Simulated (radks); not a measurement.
Fractional charge and spin in the 6s shell of samarium: the spin-up occupation runs from 0 to 1 and the spin-down occupation from 0 to 1; the fullest corner is Sm, [Xe] 4f(up 3, down 3) 6s(up 1, down 1). All-electron calculation, scalar-relativistic Kohn-Sham, LDA (Slater exchange, Perdew-Wang correlation), spin-polarised, spherical densities, point nucleus. Program: a radial shooting solver on a logarithmic mesh with Libxc functionals. Energy (eV) minus the two flat planes that join the four corners (they meet along the diagonal where the two added fractions sum to one electron); zero is where a piecewise linear energy would lie.

down \ up       0    0.25     0.5    0.75       1
0           0.000  -0.456  -0.619  -0.469   0.000
0.25       -0.456  -0.564  -0.372   0.131  -0.427
0.5        -0.619  -0.372   0.173  -0.349  -0.569
0.75       -0.469   0.131  -0.349  -0.534  -0.425
1           0.000  -0.427  -0.569  -0.425   0.000

Corners above the fullest one (they belong to Sm+ and the next ion): (up 1, down 0) 5.973 eV, (up 0, down 1) 5.973 eV, (up 0, down 0) 17.435 eV. With half an added electron in each spin the energy lies 0.173 eV from the planes, and with half an added electron in spin up alone -0.619 eV. The planes are only a guide here: the flat-plane condition holds for ground states with one frontier orbital, while this shell lies below other occupied shells, so the corners above the fullest one are inner-hole states and not the ground states of those ions.
